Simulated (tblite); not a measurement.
A tight-binding relaxation on `C=[C](C#N)[Ge@@H]([Br])[N](C)C`.

Computed with GFN2-xTB geometry optimisation, gas phase (tblite 0.8.0). Start geometry: from a force field or distance geometry. A driver script takes a list of jobs; this job's settings line and coordinates (Å) are shown.

Command:
```bash
OMP_NUM_THREADS=1 python probes_run.py task.json out
```

Input:
```
{"job": {"kind": "relax", "xc": "GFN2-xTB", "basis": "xTB"}, "charge": 0, "multiplicity": 1}
C     -2.618800     0.491600    -0.869800
C     -1.891400    -0.347900    -0.146500
C     -2.537000    -0.847500     1.067600
N     -3.076800    -1.242900     1.999000
Ge    -0.119600    -0.871700    -0.618300
Br     0.122500    -1.079200    -2.957100
N      1.216300     0.218500    -0.070600
C      0.930500     1.334300     0.747200
C      2.518000    -0.367000     0.074200
H     -3.616400     0.699300    -0.469500
H     -2.251900     0.929900    -1.790500
H      0.102900    -2.312300    -0.054200
H      0.064900     1.898900     0.317400
H      1.800200     2.042600     0.657000
H      0.792000     1.167500     1.823700
H      3.262800     0.265900     0.584900
H      2.387600    -1.330900     0.623300
H      2.905500    -0.642700    -0.929200
```

Output:
```
step      E/eV     max force
  0    -737.51883    2.309
  1    -737.70561    1.562
  2    -737.68978    4.669
  3    -737.78737    0.664
  4    -737.81218    0.524
  5    -737.84829    0.496
  6    -737.86131    0.352
  7    -737.87028    0.246
  8    -737.87887    0.352
  9    -737.88676    0.313
... (171 lines left out)
181    -738.06193    0.039
182    -738.06210    0.022
183    -738.06218    0.018
184    -738.06223    0.025
185    -738.06227    0.016
186    -738.06231    0.016
187    -738.06236    0.019
188    -738.06239    0.018
189    -738.06241    0.014
190    -738.06242    0.008
```

«max force» is the largest atomic force in eV/Å.

From which step on does the largest force stay under 0.1 eV/Å, and how much energy is left to gain from there?

From step 177 (0.052 eV/Å), 1.8 meV above the end.

Main results: energy lowered by 12.5 kcal/mol over 190 steps; largest atomic force 0.008 eV/Å at the end.

How long does this job take on an Arm Neoverse V2 with one thread (shared host)?

About 1.6 s.
Labels such as C1 count atoms from 1, the log's own numbers from 0.
